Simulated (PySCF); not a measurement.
Geometries of 4 isomers of C4H10Ge, from PBE0-D3(BJ)/def2-SVP geometry optimisation, gas phase (PySCF 2.14.0). One conformer each, no zero-point energy, no frequencies.

**Question.** Which isomer lies lowest at this level?
A.
```xyz
15
angstrom
C      1.916    0.346   -0.324
C      0.490    0.489    0.162
C     -0.155   -0.729    0.869
C     -1.652   -0.558    0.531
Ge    -1.097    0.514   -1.036
H      2.614    0.182    0.516
H      2.023   -0.509   -1.011
H      2.255    1.246   -0.860
H      0.397    1.375    0.815
H      0.225   -1.654    0.400
H      0.075   -0.806    1.947
H     -2.171    0.084    1.260
H     -2.233   -1.481    0.402
H     -0.916   -0.304   -2.333
H     -1.814    1.842   -1.357
```
B.
```xyz
15
angstrom
C     -1.448   -0.919   -0.382
C     -1.004    0.500   -0.144
C      0.038    1.140   -1.006
C      0.350    0.829    0.438
Ge     1.655   -0.523    0.933
H     -1.847   -1.375    0.538
H     -2.239   -0.962   -1.148
H     -0.617   -1.549   -0.734
H     -1.810    1.166    0.186
H     -0.084    2.187   -1.296
H      0.507    0.519   -1.778
H      0.368    1.695    1.109
H      1.139   -1.411    2.084
H      1.983   -1.425   -0.274
H      2.954    0.167    1.395
```
C.
```xyz
15
angstrom
C     -2.382   -0.459   -0.251
C     -1.403    0.644    0.142
C      0.023    0.277   -0.124
C      1.005    0.240    0.787
Ge     2.827   -0.253    0.364
H     -2.212   -1.368    0.346
H     -2.271   -0.733   -1.312
H     -3.424   -0.141   -0.096
H     -1.526    0.905    1.206
H     -1.644    1.558   -0.432
H      0.251    0.009   -1.166
H      0.764    0.504    1.825
H      3.272   -1.474    1.193
H      2.909   -0.599   -1.135
H      3.799    0.903    0.672
```
D.
```xyz
15
angstrom
C      0.553   -1.610    1.885
C      0.450   -0.764    0.852
Ge     1.997    0.325    0.365
C     -0.812   -0.632    0.042
C     -1.404    0.774    0.042
H      1.473   -1.715    2.467
H     -0.292   -2.242    2.188
H      1.783    1.812    0.710
H      2.247    0.228   -1.155
H      3.230   -0.191    1.128
H     -0.598   -0.930   -1.001
H     -1.559   -1.352    0.420
H     -0.706    1.512   -0.385
H     -2.328    0.813   -0.553
H     -1.644    1.102    1.066
```

**Answer.** A. That is `C[C@@H]1C[CH2][GeH2]1`, 5.1 kcal/mol below the next.

```json
{"SMILES": "C[C@@H]1C[CH2][GeH2]1", "atoms numbered as above": "[CH3:1][C@@H:2]1[CH2:3][CH2:4][GeH2:5]1", "E (Eh)": "-2234.59955", "relative (kcal/mol)": "0.0", "relative (kJ/mol)": "0.0", "dipole (D)": "0.40"}
{"SMILES": "CC/C=[CH]/[GeH3]", "atoms numbered as above": "[CH3:1][CH2:2]/[CH:3]=[CH:4]/[GeH3:5]", "E (Eh)": "-2234.59142", "relative (kcal/mol)": "5.1", "relative (kJ/mol)": "21.4", "dipole (D)": "1.19"}
{"SMILES": "C=[C]([GeH3])CC", "atoms numbered as above": "[CH2:1]=[C:2]([GeH3:3])[CH2:4][CH3:5]", "E (Eh)": "-2234.58963", "relative (kcal/mol)": "6.2", "relative (kJ/mol)": "26.0", "dipole (D)": "0.75"}
{"SMILES": "C[C@@H]1C[C@@H]1[GeH3]", "atoms numbered as above": "[CH3:1][C@@H:2]1[CH2:3][C@@H:4]1[GeH3:5]", "E (Eh)": "-2234.58944", "relative (kcal/mol)": "6.3", "relative (kJ/mol)": "26.6", "dipole (D)": "0.90"}
```

As drawn, the lowest has a four-membered ring, which the highest lacks; the highest has a three-membered ring, which the lowest lacks.
